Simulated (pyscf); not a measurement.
# H₃C–B(F)–F (SMILES CB(F)F), singlet

Gas-phase minimum from PySCF at ωB97X-D3(BJ)/def2-SVP, one conformer. 

```xyz
7

C     -0.9791     0.6305    -1.0064
B      0.5299     0.6165    -0.5936
F      1.3868    -0.2778    -1.0733
F      1.0264     1.4809     0.2842
H     -1.4006     1.6460    -0.9796
H     -1.1422     0.1833    -1.9975
H     -1.5421     0.0254    -0.2738
```
Charge 0, spin multiplicity 1.

Bonded distances (Å): C1–B2 1.565, C1–H5 1.100, C1–H6 1.099, C1–H7 1.104, B2–F3 1.328, B2–F4 1.328. Angles (°): B2–C1–H5 111.8, B2–C1–H6 112.2, B2–C1–H7 108.2, H5–C1–H6 109.9, H5–C1–H7 107.1, H6–C1–H7 107.4, C1–B2–F3 122.2, C1–B2–F4 121.9, F3–B2–F4 115.8.

Properties at ωB97X-D3(BJ)/def2-SVP:

```json
{
  "harmonic_wavenumbers_unscaled": "21, 333, 468, 495, 786, 878, 912, 1266, 1403, 1411, 1454, 1462, 3074, 3163, 3199 cm⁻¹",
  "zero_point_energy": "29.1 kcal/mol",
  "rotational_symmetry_number": "1",
  "Entropy of this conformer at 298 K and 1 atm, rigid rotor and harmonic oscillator, modes under 100 cm⁻¹ raised to 100": "290.2 J/(mol K)",
  "dipole_moment": "1.60 D"
}
```

Single-point totals, which compare only within one level (frozen core for MP2 and CC):

```csv
level,total energy (hartree)
ωB97X-D3(BJ)/def2-TZVP,-264.74974
PBE/def2-TZVP,-264.40718
r²SCAN/def2-TZVP,-264.57395
B3LYP-D3(BJ)/def2-TZVP,-264.71230
PBE0-D3(BJ)/def2-TZVP,-264.42376
M06-2X/def2-TZVP,-264.60219
ωB97M-D3(BJ)/def2-TZVP,-264.75174
HF/def2-TZVPP,-263.43506
MP2/def2-TZVPP,-264.20338
CCSD/def2-TZVPP,-264.22213
CCSD(T)/def2-TZVPP,-264.24652
```

The lowest mode is so soft that the shape along it may change with the basis. Soft torsions are taken as harmonic, which can shift the entropy by several J/(mol K). The CCSD(T) − MP2 part came from Ansatz, without density fitting, on the same reference.
